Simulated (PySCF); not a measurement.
SMILES [S]([Al]([OH])[OH])[Si](OC)(C)OC (C3H11AlO4SSi) at its GFN2-xTB optimised geometry (Å):

```
21

Si    -1.4947    -0.3547    -1.1998
C     -2.9670     0.4572    -0.3238
O     -1.8694    -1.7236    -1.9910
C     -2.2744    -2.9467    -1.4391
O     -1.0746     0.6898    -2.3696
C      0.1692     0.8688    -2.9425
S      0.0987    -0.8715     0.1630
Al     1.1199     1.0726     0.0000
O      2.7634     1.0726     0.0000
O      0.1745     2.4163     0.0000
H     -3.4818    -0.2663     0.3000
H     -2.6582     1.2804     0.3110
H     -3.6761     0.8386    -1.0509
H     -3.2832    -2.8597    -1.0307
H     -2.2677    -3.6884    -2.2374
H     -1.5928    -3.2523    -0.6437
H      0.1605     1.8003    -3.5086
H      0.9490     0.9529    -2.1483
H      0.4349     0.0356    -3.5967
H      3.6761     0.8381     0.0522
H     -0.2612     3.2523     0.0531
```

Computed with PySCF with CAM-B3LYP/def2-SVP. Cells within 0.4 Å of a nucleus heavier than hydrogen are left out (blank, or x).

Map of the Laplacian of the electron density (e/bohr⁵), clipped to [-1.50, 1.50] on the plane z = 0.0 Å:

```
|555555555555555555555555555|
|555555555555555555555555555|
|555555555555555555555555555|
|555555555555555555555555555|
|555555555555555555555555555|
|555555555555555555555555555|
|555555555555436555555555555|
|5555555555555x3655555555555|
|5555555555556xx555555555555|
|555555555555655665566555555|
|555555535555557x965x6555555|
|555555415555559xx73x1055555|
|5555557x5555555995666555555|
|555554245555544455555555555|
|555554455555498455555555555|
|5555555555557x9455555555555|
|555555555555494555555555555|
|555555555555555555555555555|
|555555555555555555555555555|
|555555555555555555555555555|
|555555555555555555555555555|
|555555555555555555555555555|
|555555555555555555555555555|
|555555555555555555555555555|
|555555555555555555555555555|
|555555555555555555555555555|
|555555555555555555555555555|
```
Scale: ten equal steps from -1.50 (start of '0') to 1.50 (end of '9'), in the order '0123456789'; x runs from -6.00 to 6.00, y from -6.00 (bottom) to 6.00 (top).
